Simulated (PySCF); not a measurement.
Ge(OH)3(NH2) (GeH5NO3), SMILES [NH2][Ge]([OH])([OH])[OH]. Geometry optimised at ωB97X-D3(BJ)/def2-SVP. The structure was generated by enumeration, and PubChem lists no compound with its InChIKey, so it may never have been made. The values are those of a single conformer.

These are ωB97X-D3(BJ)/def2-SVP in PySCF values and carry that method's errors.

Harmonic wavenumbers (cm⁻¹): 92, 155, 202, 226, 250, 260, 269, 302, 330, 504, 712, 747, 759, 769, 869, 893, 905, 926, 1551, 3602, 3702, 3899, 3910, 3915. Rotational constants (GHz): 3.679, 3.377, 3.181; symmetry number 1.

Problem. Work out the zero-point energy and the ideal-gas rigid-rotor harmonic-oscillator thermochemistry at 298.15 K and 1 atm.

Solution. ZPE = ½ Σ hcν = ½ × 29748 cm⁻¹ = 177.93 kJ/mol. H − E(el) = 202.32 kJ/mol. Entropy in J/(mol K): translation 170.35, rotation 110.88, vibration 84.36, total 365.58. G − E(el) = 93.32 kJ/mol. Cp = 126.58 J/(mol K). Modes under 150 cm⁻¹ make the vibrational entropy uncertain.
